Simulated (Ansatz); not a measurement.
A nudged elastic band was laid between two geometries of Cl3Ge2H3 + H2O (11 atoms, charge 0, multiplicity 1).

The calculation used RKS PBE/def2-SVP (Ansatz).

| Item | Value |
| --- | --- |
| movable images | 5 |
| climbing image | yes |
| spring | 5.0 eV/Å² |
| optimiser | quadratic models (default) |
| start path | through a guess of the saddle point |
| force threshold | 0.05 eV/Å |
| iteration limit | 60 |
| end points | relaxed |

Image 0:

```xyz
11
Properties=species:S:1:pos:R:3
Ge -0.274 -0.196 0.124
Ge -0.271 -0.073 2.571
H -1.334 -1.108 3.035
H 1.125 -0.513 3.070
H -0.657 1.347 3.025
Cl 1.763 -0.335 -0.720
Cl -1.250 1.464 -0.877
Cl -1.268 -2.011 -0.569
O 1.599 2.001 1.409
H 2.149 1.480 0.786
H 2.182 2.130 2.179
```

Image 6:

```xyz
11
Properties=species:S:1:pos:R:3
Ge 0.677 0.410 -0.819
Ge -0.310 0.361 3.478
H -1.076 -0.154 4.723
H 0.727 -0.713 3.058
H 0.425 1.675 3.835
Cl 2.036 0.322 -2.491
Cl -0.954 1.725 -1.259
Cl -0.035 -1.589 -0.424
O 1.472 1.092 0.617
H 2.106 0.451 0.997
H -1.305 0.606 2.321
```

(1) What changes between the two ends?

(2) Give the energies along the band, and the barrier.

(3) What is the geometry of the highest image?

Answers

(1) Bonds broken: Ge1–Ge2, O9–H11. Bonds formed: Ge1–O9, Ge2–H11. Cl3Ge2H3 + H2O becomes Cl3GeHO + GeH4.

(2) The run converged. The highest image is number 3 of 0 to 6, 190.4 kJ/mol above the first end and 167.4 kJ/mol above the last; the last end lies 23.0 kJ/mol above the first. A structure lower than the last end lies on the path between it and the top, so the climb from that side starts below the end, which may itself be a saddle point or a shallow side well. Neighbouring images differ by up to 1.7 eV, so the band resolves the path poorly. A vibrational analysis at the climbing image gives one clearly imaginary mode, 1152i cm⁻¹: a first-order saddle point. The orbitals stay closed-shell, which can raise the energy where a bond breaks towards radicals; this wasn't checked here.

```csv
image,path coordinate (Å),energy (kJ/mol),Ge1–Ge2 (Å),O9–H11 (Å),Ge1–O9 (Å)
0,0.00,0.0,2.45,0.97,3.16
1,1.47,5.6,2.45,0.97,3.23
2,2.94,55.9,2.50,0.98,2.51
3,4.42,190.4,2.97,1.22,1.95
4,7.50,24.6,4.77,2.81,1.77
5,10.59,22.1,4.60,3.38,1.77
6,13.68,23.0,4.41,3.29,1.78
```

(3) 
```xyz
11
Properties=species:S:1:pos:R:3:forces:R:3
Ge 0.298 0.311 -0.019 0.01 -0.01 0.01
Ge -0.233 0.186 2.901 0.00 0.01 0.00
H -1.641 -0.332 2.512 0.00 0.00 0.00
H 0.487 -0.958 3.672 0.00 0.00 0.01
H -0.449 1.385 3.877 0.00 0.00 -0.01
Cl 1.255 0.489 -1.984 0.00 0.00 0.00
Cl -1.588 1.350 -0.306 -0.01 0.01 0.00
Cl 0.234 -1.870 0.155 0.00 0.00 0.00
O 1.661 1.403 0.840 0.02 -0.01 0.01
H 2.599 1.296 0.549 0.00 0.01 -0.01
H 1.141 0.926 1.837 -0.02 -0.01 0.00
```

Time of the run: 2 min on 4 threads of AMD EPYC 9R45 96-Core Processor (Zen 5), with other jobs on the host, peak memory 0.29 GiB.
